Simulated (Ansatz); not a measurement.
Species: C2H10NSi2, charge 0, multiplicity 2. It need not be the lowest isomer of its formula. SMILES: C[SiH](C)[N][SiH3]
Geometry from a B3LYP-D3(BJ)/def2-TZVP (Ansatz, a first-principles code) optimisation:
```
Si
N 1 1.7290
Si 2 1.7183 1 137.20
H 3 1.4824 2 109.76 1 139.20
H 3 1.4871 4 108.48 2 126.67
H 3 1.4876 4 109.13 5 118.02
H 1 1.4904 2 112.66 3 18.96
C 1 1.8698 7 108.91 2 -121.47
H 8 1.0914 1 110.69 7 -177.49
H 8 1.0915 9 108.11 1 121.85
H 8 1.0928 9 108.57 10 116.82
C 1 1.8798 7 108.77 2 116.56
H 12 1.0907 1 111.40 7 -59.19
H 12 1.0908 13 108.56 1 122.18
H 12 1.0928 13 108.18 14 117.69
```
Charge 0, spin multiplicity 2.

Property: atomisation energy (electronic, to ground-state atoms), in eV. Correlated levels leave the core frozen unless marked. Open shells are spin-unrestricted. Spin-orbit coupling is left out. No relativistic terms. The coupled-cluster limit lacks core correlation, which all-electron functionals hold. CBS marks a two-point X^-3 extrapolation of the correlation energy; Hartree-Fock from the larger set.

| level | program | atomisation energy (eV) |
|---|---|---|
| B97M-V/def2-TZVPD | Ansatz | 53.84 |

What does CCSD(T)/CBS(cc-pV(T+d)Z,cc-pV(Q+d)Z) (Ansatz) give?

53.62 eV, so B97M-V/def2-TZVPD differs from it by 0.22 eV.
